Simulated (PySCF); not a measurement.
Polarisability and C₆ of Sb³¹⁺ (antimony, charge +31)

[Ar] 3d2, high-spin 3F determinant. Computed with PySCF 2.14 in an uncontracted even-tempered set (18 s from 4.7 bohr⁻², ratio 2.5; 12 p from 6.1 bohr⁻², ratio 2.5; 8 d from 6.1 bohr⁻², ratio 2.5; 4 f from 21 bohr⁻², ratio 2.7; 3 g from 32 bohr⁻², ratio 2.7), with the spin-free X2C one-electron Hamiltonian (Gaussian nucleus). Coupled (time-dependent) response in atomic units; α is the mean over directions.

```json
{"method": "UHF", "mean α (bohr³)": "0.01797", "C₆ (like pair)": "0.003047", "S(−4)": "0.0001955"}
```

S(−4) is the Cauchy moment in α(ω) = α(0) + S(−4) ω² + …

Spin-orbit coupling is absent.

α(iu) at UHF:

```tsv
u (hartree)	α(iu) (bohr³)
0	0.01797
1.00	0.01778
2.00	0.01723
4.00	0.01541
6.00	0.01326
8.00	0.01129
10.0	0.009681
15.0	0.007009
20.0	0.005502
30.0	0.003870
50.0	0.002329
```

A single London oscillator, α(iu) = α/(1 + u²/ω²), gives C₆ = (3/4) ω α². Matching the computed C₆ needs ω = 4 × 0.003047 / (3 × 0.01797²) = 12.6 hartree.

For an ion, C₆ is the dispersion term alone; charge-induced terms of lower order in 1/R come first.

Spin-orbit coupling, absent here, splits the open shell strongly.
